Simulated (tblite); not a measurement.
Species: C7H7OSe (charge -1).
Numbering: `[CH3:1][O:2][c:3]1[cH:4][cH:5][cH:6][c:7]([Se-:8])[cH:9]1` (hydrogens: H10, H11, H12 on C1; H13 on C4; H14 on C5; H15 on C6; H16 on C9)
Bond orders are those of one Lewis drawing.

Computed with GFN2-xTB (tblite), gas phase: L-BFGS steps from a force-field or distance-geometry start until the largest atomic force falls under 0.01 eV/Å.

Step 19: E = -708.4469 eV
```
atom  x, y, z in Å  |  force x, y, z in eV/Å
C1     -2.6665   -0.4802    0.3299    0.066  -0.034   0.014
O2     -1.5051   -1.1309   -0.0920    0.002   0.006   0.015
C3     -0.3144   -0.4202   -0.0660    0.000  -0.072  -0.018
C4     -0.1838    0.9064    0.3184    0.057  -0.029  -0.024
C5      1.0779    1.4888    0.2536    0.011   0.022   0.005
C6      2.1809    0.7831   -0.1651   -0.011  -0.091  -0.018
C7      2.0528   -0.5558   -0.5319   -0.061  -0.053  -0.042
Se8     3.5384   -1.5496   -1.1054    0.005   0.043   0.023
C9      0.7957   -1.1400   -0.4798    0.006  -0.046   0.001
H10    -2.8058    0.4682   -0.1953   -0.078   0.098   0.000
H11    -2.6592   -0.3080    1.4126    0.017   0.119   0.042
H12    -3.4965   -1.1423    0.0918   -0.053  -0.089  -0.045
H13    -1.0296    1.4861    0.6592    0.020   0.037   0.014
H14     1.2001    2.5262    0.5351   -0.073   0.084   0.054
H15     3.1527    1.2489   -0.2154    0.028   0.033   0.014
H16     0.6548   -2.1717   -0.7611    0.064  -0.027  -0.035
```

Step 20: E = -708.4488 eV
```
atom  x, y, z in Å  |  force x, y, z in eV/Å
C1     -2.6656   -0.4765    0.3307    0.018  -0.015  -0.004
O2     -1.5094   -1.1344   -0.0936    0.037   0.027   0.017
C3     -0.3159   -0.4274   -0.0683    0.026   0.008  -0.004
C4     -0.1841    0.8999    0.3164    0.017  -0.004   0.000
C5      1.0756    1.4869    0.2545    0.028   0.018  -0.005
C6      2.1803    0.7828   -0.1648   -0.012  -0.034  -0.003
C7      2.0533   -0.5556   -0.5325   -0.045  -0.018  -0.030
Se8     3.5391   -1.5474   -1.1043    0.028   0.026   0.012
C9      0.7975   -1.1416   -0.4812   -0.033  -0.076  -0.003
H10    -2.8048    0.4723   -0.1991   -0.063   0.030   0.032
H11    -2.6524   -0.2981    1.4137    0.012   0.104  -0.001
H12    -3.5003   -1.1373    0.0978   -0.017  -0.053  -0.023
H13    -1.0308    1.4784    0.6590    0.032   0.031   0.007
H14     1.1963    2.5259    0.5371   -0.087   0.025   0.041
H15     3.1508    1.2536   -0.2133    0.010   0.002   0.009
H16     0.6629   -2.1727   -0.7637    0.049  -0.070  -0.046
```

Step 21: E = -708.4503 eV
```
atom  x, y, z in Å  |  force x, y, z in eV/Å
C1     -2.6660   -0.4750    0.3314   -0.029   0.008  -0.015
O2     -1.5116   -1.1354   -0.0934    0.044   0.038   0.016
C3     -0.3162   -0.4311   -0.0694    0.029   0.044   0.005
C4     -0.1830    0.8966    0.3149    0.012   0.032   0.018
C5      1.0759    1.4866    0.2546   -0.005   0.001  -0.004
C6      2.1804    0.7818   -0.1649    0.011   0.034   0.008
C7      2.0530   -0.5558   -0.5336   -0.040  -0.014  -0.018
Se8     3.5396   -1.5458   -1.1033    0.041   0.014   0.003
C9      0.7979   -1.1438   -0.4820   -0.016  -0.062  -0.010
H10    -2.8081    0.4752   -0.1996   -0.043  -0.028   0.047
H11    -2.6510   -0.2915    1.4147    0.007   0.079  -0.036
H12    -3.5024   -1.1372    0.0993    0.025  -0.013   0.005
H13    -1.0294    1.4757    0.6588    0.035   0.018  -0.001
H14     1.1934    2.5268    0.5390   -0.082  -0.022   0.026
H15     3.1508    1.2561   -0.2121   -0.018  -0.033   0.004
H16     0.6691   -2.1743   -0.7659    0.028  -0.097  -0.048
```

Q: Estimate the geometry and energy of step 22. (The exact step hangs on the optimiser's Hessian estimate; all steps are aligned on step 21, rigid shifts and turns removed.)

A: E = -708.4516 eV, largest force 0.093 eV/Å
```
atom  x, y, z in Å  |  force x, y, z in eV/Å
C1     -2.6665   -0.4739    0.3318   -0.059   0.028  -0.016
O2     -1.5125   -1.1353   -0.0928    0.027   0.040   0.013
C3     -0.3160   -0.4337   -0.0702    0.036   0.064   0.010
C4     -0.1816    0.8944    0.3140   -0.019   0.026   0.024
C5      1.0761    1.4865    0.2547    0.001  -0.002  -0.003
C6      2.1806    0.7812   -0.1650   -0.001   0.058   0.011
C7      2.0516   -0.5564   -0.5351    0.003   0.020   0.000
Se8     3.5408   -1.5440   -1.1024    0.042   0.006  -0.002
C9      0.7980   -1.1468   -0.4828   -0.019  -0.051  -0.018
H10    -2.8118    0.4774   -0.1991   -0.025  -0.067   0.041
H11    -2.6495   -0.2840    1.4149   -0.001   0.046  -0.058
H12    -3.5036   -1.1379    0.1003    0.063   0.022   0.032
H13    -1.0276    1.4741    0.6588    0.034   0.006  -0.006
H14     1.1891    2.5275    0.5413   -0.065  -0.055   0.012
H15     3.1505    1.2575   -0.2110   -0.027  -0.056  -0.002
H16     0.6747   -2.1776   -0.7688    0.008  -0.085  -0.038
```

The energy changes by -0.0014 eV. The first-order estimate −F·Δx gives -0.0019 eV and the mean of the old and new forces, exact on a quadratic surface, -0.0014 eV. The step makes an angle of 56° with the force vector and moves no atom by more than 0.008 Å.

The cost below is that of the whole relaxation. The run took 0.57 s on one thread of an Arm Neoverse N1, shared host with 64 logical CPUs at a one-minute load of 58.
